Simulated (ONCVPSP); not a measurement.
**Which setting gave this result? (phosphorus (P), ONCV)**

Base potential:

P (Z = 15), optimised norm-conserving Vanderbilt (ONCV), made with ONCVPSP 4.0.1 (PBE, scalar-relativistic). Core [Ne], reference 3s2 3p3. Waves: 3s: rc 1.70 bohr, ncon 4, nbas 8, qcut 4.6 1/bohr, 2 projectors, debl 2 Ha; 3p: rc 1.55 bohr, ncon 4, nbas 7, qcut 5.8 1/bohr, 2 projectors, debl 2.5 Ha. Local part: polynomial inside 1.35 bohr (lpopt 4, dvloc0 0 Ha). Core correction: none.

Cutoffs, loose and tight: the cutoffs (Ha) at which the residual kinetic energy of the hardest occupied pseudo-wave falls to 1 and 0.1 mHa per electron. They do not see the model core or the augmentation charge, which bear on the density cutoff. Test errors are all-electron minus pseudo excitation energies from the reference, over the configurations 3s2 3p2; 3s2 3p1; 3s2 3p0; 3s1 3p0; variants that change the core or the reference have their own tests.

Only the qcut of the s channel is moved:

```csv
qcut of the s channel (1/bohr),"cutoff, loose","cutoff, tight",bound ghosts,largest test error (meV),median size of the test errors
2.8,50 Ha,61 Ha,none,+172,37.7 meV
3.2,44 Ha,59 Ha,none,+177,34.5 meV
3.6,26 Ha,56 Ha,none,+180,29.6 meV
4.2,9.5 Ha,49 Ha,none,+181,19.5 meV
4.7,9.5 Ha,19 Ha,none,+183,14.3 meV
5.1,10 Ha,13 Ha,none,+186,13.1 meV
5.6,11 Ha,14 Ha,none,+188,12.2 meV
6,11 Ha,14 Ha,none,+189,11.6 meV
7,12 Ha,16 Ha,none,+190,11.0 meV
```

**Question.** One more run gave cutoff, loose: 12 Ha; cutoff, tight: 15 Ha; bound ghosts: none; largest test error (meV): +189; median size of the test errors: 11.3 meV. Which value of the qcut of the s channel was used?

**Answer.** 6.4 1/bohr. The median size of the test errors moves one way along this sweep, from 37.7 meV at 2.8 to 11.0 meV at 7 1/bohr, which places the run between 6 and 7 1/bohr.
